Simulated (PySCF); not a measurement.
## Sound and unsound settings

Molecule: `InChI=1S/C6H8S/c1-2-6(5-7)3-4-6/h1,7H,3-5H2`; geometry GFN2-xTB.

Bonds (- single, = double, # triple, : aromatic): C1#C2 1.197 Å, C2-C3 1.433 Å, C3-C4 1.509 Å, C4-S5 1.833 Å, C3-C6 1.509 Å, C6-C7 1.496 Å, C7-C3 1.510 Å. C1 carries H8; C4 carries H9, H10; S5 carries H11; C6 carries H12, H13; C7 carries H14, H15.

All runs: PySCF, non-relativistic, gas phase unless a solvent (IEF-PCM) is named; grid level 2, GIAOs and SCF threshold 1e-9 unless changed. The yardstick, PBE0/pcSseg-1, gives these isotropic shieldings σ (ppm, equivalent atoms averaged): C2 94.9, C1 113.7, C6/C7 168.1, H9/H10 29.20, H11 30.13, H8 30.37, H12/H15 30.75.

Task: What do these inputs give? (1) HCTH407/def2-SVPD; guess atom; (2) PBE/Sadlej pVTZ; aux cc-pvdz-ri; max_cycle 67

Result: 
```
run    outcome  functions  wall time     C2     C1  C6/C7  H9/H10    H11     H8  H12/H15
  1  converged        211       99 s  111.8  134.5  173.1   29.13  30.33  30.79    30.77
  2  converged        248    2.2 min  106.8  124.9  173.3   29.05  30.80  29.79    30.61
```

Times are on 1 thread of an AMD EPYC, shared host.

Task: Comment on the technical settings.

Result: 
- Run 1: The functional and orbital basis differ from the yardstick's, which in itself moves the values. The starting guess changes the path of the SCF (12 cycles), not the solution, provided the same state is reached.
- Run 2: The functional and orbital basis differ from the yardstick's, which in itself moves the values. The cycle limit changes the path of the SCF (11 cycles), not the solution, provided the same state is reached. The other auxiliary basis adds little: it changes only the density-fitting error.
